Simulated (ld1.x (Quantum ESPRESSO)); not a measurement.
**F (Z = 9): one change to a TM potential, before and after**

fluorine, norm-conserving Troullier–Martins (Kleinman–Bylander form), made with ld1.x (Quantum ESPRESSO) 7.5 (PBE, scalar-relativistic). Core [He], reference 2s2 2p4.5 (charge +0.5). Waves: 2p (bound): rc 1.50 bohr; 2s (bound): rc 0.70 bohr. Local part: the s channel. Core correction: none.

All-electron outer shells of the reference configuration (PBE, scalar-relativistic, ld1.x):

```json
{"shell": "2s", "level (eV)": "-38.21", "outermost node (bohr)": "0.24", "outermost maximum (bohr)": "0.76"}
{"shell": "2p", "level (eV)": "-19.23", "outermost node (bohr)": "–", "outermost maximum (bohr)": "0.70"}
```

Change: wave 2s (bound): rc 0.70 bohr becomes 2s (bound): rc 0.86 bohr.

Cutoffs: the cutoffs (Ry, on a coarse ladder) from which the occupation-weighted sum of valence levels, in a spherical-Bessel basis at the reference potential, stays within 10 and 1 mRy of its value at 400 Ry; they do not see the model core or the augmentation charge, which bear on the density cutoff. Errors are all-electron minus pseudo energies relative to the spin-unpolarised reference configuration.

Task: What does the change do?

Result: The potential gets softer (140 Ry and 260 Ry → 100 Ry and 200 Ry); of the 7 tests that both files solve, the error grows in 3 and shrinks in 0 by more than 15 % and 0.3 meV (median size 40.1 → 33.9 meV); the range in which the s phases agree narrows (upper end at the end of the scan → 3.6); neither file shows a bound ghost. A larger radius leaves more room for a smooth pseudo-wave, so fewer plane waves are needed. More of the atom is replaced by a form fitted at one configuration, so other configurations suffer.

```tsv
quantity	base	changed
cutoff, loose	140 Ry	100 Ry
cutoff, tight	260 Ry	200 Ry
loose cutoff by channel (10 mRy a level)	p 60 Ry, s 90 Ry	p 60 Ry, s 70 Ry
bound ghosts	none	none
error for 2s2 2p5, meV [ΔE -7.54 eV]	+3.3	+3.8
error for 2s2 2p4, meV [ΔE 11.85 eV]	+8.0	+8.7
error for 2s2 2p3, meV [ΔE 50.23 eV]	+167	+177
error for 2s1 2p5, meV [ΔE 30.95 eV]	-40	-34
error for 2s2 2p5.3, meV [ΔE -10.21 eV]	+5.0	+6.1
error for 2s2 2p1, meV [ΔE 196.67 eV]	+2642	+2732
error for 2s1 2p6, meV [ΔE 11.27 eV]	+55	+65
s: phases at 1.64 bohr within 0.05 rad from the reference energy up to (Ry; the scan ends near 5)	to the end of the scan	3.6
p: phases at 1.64 bohr within 0.05 rad from the reference energy up to (Ry; the scan ends near 5)	2.7	2.7
```
